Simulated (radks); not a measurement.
Problem. Spherical quantum dot in the effective-mass picture: electrons in a well V = -V0 / (1 + exp((r - R)/a)) with V0 = 10, R = 3.33, a = 0.27, with a point charge +2 (a donor) at the centre, all in effective atomic units (hartree* = m*/eps^2 hartree, bohr* = eps/m* bohr), one dielectric constant everywhere. Method: non-relativistic Kohn-Sham, exchange-only LDA, spin-polarised, spherical densities; computed with a radial shooting solver with Libxc functionals. Levels are named by radial order and angular momentum (1s, 1p, 1d, 2s, ...), and open shells are averaged over m. Results are scaled to m* = 0.098 and eps = 10.7, for which hartree* = 23.29 meV and bohr* = 5.778 nm. At N = 7 the configuration is 1s2 1p(up 3, down 2). Does electron 8 go into 2s down or 2s up or 1p down?

Solution. Into 1p down. The total energies of the other choices lie higher by 4.39 meV (2s up), 5.03 meV (2s down).
